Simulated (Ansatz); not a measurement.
`C[Si@H]1S[C@H]1F` + H₂O → `O[Si@H]1S[C@H]1F` + CH₄  (formal hydrolysis of the Si–C bond)

Gas-phase electronic energies from Ansatz, PBE0-D4/def2-TZVP geometries. CCSD(T)/CBS is the MP2 limit (def2-TZVPP, def2-QZVPP) plus CCSD(T) − MP2 in def2-TZVPP, frozen cores. This one scheme is used for every species. DFT in def2-TZVPP. B3LYP here is the variant with VWN-RPA as its local correlation; programs differ in this. Each species was taken in one conformer, which may not be the lowest.

`C[Si@H]1S[C@H]1F`:

```xyz
10

C    -1.100   -0.184   -1.101
Si    0.593   -0.184   -0.350
S     1.390    1.593    0.435
C     0.760    0.195    1.457
F    -0.368    0.483    2.182
H    -1.072    0.202   -2.123
H    -1.764    0.446   -0.507
H    -1.503   -1.199   -1.130
H     1.545   -1.130   -0.978
H     1.519   -0.220    2.114
```

H₂O:

Z-matrix (Å, degrees):
```
O
H 1 0.960
H 1 0.960 2 105.1
```

`O[Si@H]1S[C@H]1F`:

```xyz
8

O    -0.182   -1.890   -0.199
Si    0.109   -0.516    0.622
S     1.614    0.812    0.060
C    -0.205    1.116   -0.180
F    -0.599    1.116   -1.495
H    -0.047   -1.870   -1.150
H    -0.149   -0.798    2.042
H    -0.541    2.031    0.300
```

CH₄:

Cartesian coordinates in Å:
```
C 0.000 0.000 0.000
H -0.949 0.281 0.456
H 0.097 0.491 -0.968
H 0.032 -1.081 -0.136
H 0.820 0.309 0.648
```

Task: Is it downhill or uphill in electronic energy at CCSD(T)/CBS, and by how much? (Best estimate.)

Result: The calculation gave: Downhill: ΔE = -1.01 eV.

Task: What do these levels give: PBE-D4, PBE0-D4, B3LYP-D4, ωB97X-V, ωB97M-V, B2PLYP, PBE0, CCSD/def2-TZVPP, CCSD(T)/def2-TZVPP, MP2/def2-QZVPP, HF/CBS(def2), CCSD/CBS(def2)? (An estimate is asked.)

Result: Ansatz gave: PBE-D4 -0.96, PBE0-D4 -0.97, B3LYP-D4 -1.08, ωB97X-V -1.05, ωB97M-V -1.04, B2PLYP -1.10, PBE0 -0.99, CCSD/def2-TZVPP -1.05, CCSD(T)/def2-TZVPP -1.04, MP2/def2-QZVPP -1.03, HF/CBS(def2) -1.20, CCSD/CBS(def2) -1.03 eV.

Largest T1 diagnostic among the species: 0.013.

The D4 term adds +0.04 eV with B3LYP and +0.02 eV with PBE0; it sums over pairs of atoms, weighted by their polarisabilities, and B3LYP, whose exchange is more repulsive, gets the larger term. In def2-TZVPP, CCSD(T) changes the Hartree–Fock value by +0.16 eV (the triples alone add +0.01 eV) and MP2 by +0.15 eV.
